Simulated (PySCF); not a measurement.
CF3, SMILES F[C+](F)F, charge +1. Atoms are numbered in the order given.

```xyz
4

C      0.0000     0.0000     0.0000
F      1.2357     0.0000     0.0000
F     -0.6178     1.0701     0.0000
F     -0.6178    -1.0701     0.0000
```
Charge +1, spin multiplicity 1.

Coordinates come from a B3LYP-D3(BJ)/def2-TZVP optimisation.

Calculation: TDA-LC-ωPBE/def2-SVPD (PySCF).

Vertical excitations; the highest root listed may be one member of a degenerate set. The molecule is in vacuum. State labels are in the subgroup C2v.

| state | symmetry | energy (eV) | λ (nm) | f | main pairs |
|---|---|---|---|---|---|
| S1 | A2 | 8.60 | 144 | 0.000 | HOMO→LUMO 100 % |
| S2 | A2 | 10.10 | 123 | 0.000 | HOMO−4→LUMO (degenerate set) |
| S3 | B2 | 10.10 | 123 | 0.000 | HOMO−3→LUMO (degenerate set) |
| S4 | B1 | 11.41 | 109 | 0.166 | HOMO−1→LUMO (degenerate set) |
| S5 | A1 | 11.41 | 109 | 0.166 | HOMO−2→LUMO (degenerate set) |
| S6 | B1 | 13.44 | 92 | 0.000 | HOMO→LUMO+1 91 % |
| S7 | A2 | 14.38 | 86 | 0.000 | HOMO−1→LUMO+1 (degenerate set) |
| S8 | B2 | 14.38 | 86 | 0.000 | HOMO−2→LUMO+1 (degenerate set) |
| S9 | A2 | 14.53 | 85 | 0.000 | HOMO−6→LUMO (degenerate set) |
| S10 | B2 | 14.53 | 85 | 0.000 | HOMO−7→LUMO (degenerate set) |
| T1 | A2 | 8.25 | 150 | 0 | HOMO→LUMO 100 % |
| T2 | A1 | 8.94 | 139 | 0 | HOMO−2→LUMO (degenerate set) |
| T3 | B1 | 8.94 | 139 | 0 | HOMO−1→LUMO (degenerate set) |
| T4 | B2 | 9.73 | 127 | 0 | HOMO−3→LUMO 100 % |
Triplets are in the Tamm–Dancoff approximation.
